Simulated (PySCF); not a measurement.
BF, charge +1, doublet, at a GFN2-xTB geometry (the spin is typed, not shown lowest), atoms displaced at random by about 0.08 Å a coordinate; PBE/STO-3G, gradient (PySCF).

Here is a job for PySCF.
```python
from pyscf import gto, scf, dft

mol = gto.Mole()
mol.atom = '''
    B     0.059550    0.002573   -0.897677
    F    -0.123048    0.001942    0.558103
'''
mol.basis = 'sto-3g'
mol.charge = 1
mol.spin = 1
mol.verbose = 4
mol.build()

mf = dft.UKS(mol)
mf.xc = 'pbe'
mf.kernel()
g = mf.nuc_grad_method()
grad = g.kernel()
```

Problem. Predict the main parts of the log of this PySCF run.

Solution. 
```
PySCF version 2.14.0

[INPUT] verbose = 4
[INPUT] num. atoms = 2
[INPUT] num. electrons = 13
[INPUT] charge = 1
[INPUT] spin (= nelec alpha-beta = 2S) = 1
[INPUT] symmetry False subgroup None
[INPUT] Mole.unit = angstrom
[INPUT] Symbol           X                Y                Z      unit          X                Y                Z       unit  Magmom
[INPUT]  1 B      0.059550000000   0.002573000000  -0.897677000000 AA    0.112533190718   0.004862265319  -1.696363678321 Bohr   0.0
[INPUT]  2 F     -0.123048000000   0.001942000000   0.558103000000 AA   -0.232527020175   0.003669848134   1.054661819298 Bohr   0.0

nuclear repulsion = 16.230360342183
number of shells = 6
number of NR pGTOs = 30
number of NR cGTOs = 10
basis = sto-3g
ecp = {}

******** <class 'pyscf.dft.uks.UKS'> ********
method = UKS
initial guess = minao
damping factor = 0
level_shift factor = 0
DIIS = <class 'pyscf.scf.diis.CDIIS'>
diis_start_cycle = 1
diis_space = 8
diis_damp = 0
SCF conv_tol = 1e-09
SCF conv_tol_grad = None
SCF max_cycles = 50
direct_scf = True
direct_scf_tol = 1e-13
number electrons alpha = 7  beta = 6
XC library pyscf.dft.libxc version 7.1.2
    S. Lehtola, C. Steigemann, M. J. T. Oliveira, and M. A. L. Marques,  SoftwareX 7, 1–5 (2018)
XC functionals = pbe
    J. P. Perdew, K. Burke, and M. Ernzerhof,  Phys. Rev. Lett. 77, 3865 (1996)
    J. P. Perdew, K. Burke, and M. Ernzerhof,  Phys. Rev. Lett. 78, 1396 (1997)
    J. P. Perdew, K. Burke, and M. Ernzerhof,  Phys. Rev. Lett. 77, 3865 (1996)
    J. P. Perdew, K. Burke, and M. Ernzerhof,  Phys. Rev. Lett. 78, 1396 (1997)
radial grids:
    Treutler-Ahlrichs [JCP 102, 346 (1995); DOI:10.1063/1.469408] (M4) radial grids

becke partition: Becke, JCP 88, 2547 (1988); DOI:10.1063/1.454033
pruning grids: <function nwchem_prune>
grids dens level: 3
symmetrized grids: False
atomic radii adjust function: <function treutler_atomic_radii_adjust>
small_rho_cutoff = 0
Set gradient conv threshold to 3.16228e-05
tot grids = 28312
init E= -122.638247134546

cycle= 1 E= -122.293981232398  delta_E= 0.344  |g|= 0.347  |ddm|= 1.37
cycle= 2 E= -117.180490910436  delta_E= 5.11  |g|= 2.94  |ddm|= 2.57
cycle= 3 E= -122.355692246995  delta_E= -5.18  |g|= 0.293  |ddm|= 2.05
cycle= 4 E= -122.388053762167  delta_E= -0.0324  |g|= 0.158  |ddm|= 0.115
cycle= 5 E= -122.402549889432  delta_E= -0.0145  |g|= 0.0154  |ddm|= 0.168
cycle= 6 E= -122.402698823059  delta_E= -0.000149  |g|= 0.00283  |ddm|= 0.0133
cycle= 7 E= -122.402703983874  delta_E= -5.16e-06  |g|= 0.000131  |ddm|= 0.00284
cycle= 8 E= -122.402703998685  delta_E= -1.48e-08  |g|= 1.29e-05  |ddm|= 0.000223
cycle= 9 E= -122.402703999241  delta_E= -5.56e-10  |g|= 6.15e-06  |ddm|= 8.72e-05
Extra cycle  E= -122.402703998899  delta_E= 3.42e-10  |g|= 2.39e-05  |ddm|= 3.1e-05
converged SCF energy = -122.402703998899  <S^2> = 0.76591976  2S+1 = 2.0158569

******** <class 'pyscf.grad.uks.Gradients'> for <class 'pyscf.dft.uks.UKS'> ********
unit = Eh/Bohr
grid_response = False
--------------- UKS gradients ---------------
         x                y                z
0 B     0.0184132853     0.0000636381    -0.1468048965
1 F    -0.0184668275    -0.0000621881     0.1467347526
----------------------------------------------
```
